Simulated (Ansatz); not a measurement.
Two isomers of CH5GeO: A = `[CH3][GeH2][O]`•, B = `[CH2][GeH2][OH]`•.

Calculated with Ansatz (gas phase, PBE0-D4/def2-TZVP geometries, no zero-point term in ΔE). CCSD(T)/CBS is the MP2 limit (def2-TZVPP, def2-QZVPP) plus CCSD(T) − MP2 in def2-TZVPP, frozen cores. Functionals use def2-TZVPP. B3LYP here is the variant with VWN-RPA as its local correlation; programs differ in this. No spin–orbit coupling; open shells (•) take unrestricted orbitals. For Ge outer-core shells are correlated without core-valence functions, which leaves a few kJ/mol of doubt a bond. Scalar relativity is left out up to krypton. One conformer a species, not always the lowest.

Question: Which isomer does CCSD(T)/CBS put lower? Give the gap. (Estimate.)

Answer: Ansatz gave: B, by 58.3 kJ/mol.

Question: Give E(B) − E(A) in kJ/mol with ωB97M-V, B3LYP-D4, CCSD/def2-TZVPP, r2SCAN-D4, PBE-D4, B2PLYP, PBE0-D4. (Estimate.)

Answer: The calculation gave: ωB97M-V -47.3, B3LYP-D4 -43.3, CCSD/def2-TZVPP -51.3, r2SCAN-D4 -51.1, PBE-D4 -45.3, B2PLYP -51.8, PBE0-D4 -46.8. None reverses the order clearly.

Question: Does the order hold for the free energy at 298.15 K (harmonic terms from PBE0-D4)? (An estimate is asked.)

Answer: The calculation gave: Yes: G(B) − G(A) = -66.6 kJ/mol, for one conformer each. Modes under 60 cm⁻¹, often nearly free rotors, make the harmonic entropy too high.

Largest T1 diagnostic: 0.014.

At CCSD(T), def2-SVP lies +17.3 kJ/mol from the extrapolated value and def2-TZVPP +5.5 kJ/mol. Leaving LDA and LC-ωPBE aside and taking each functional with its dispersion term where it has one, the values, not all of them listed here, spread over 16.8 kJ/mol, from PBE-QIDH to BHLYP-D4. LDA lies −15.0 kJ/mol from PBE without D4.
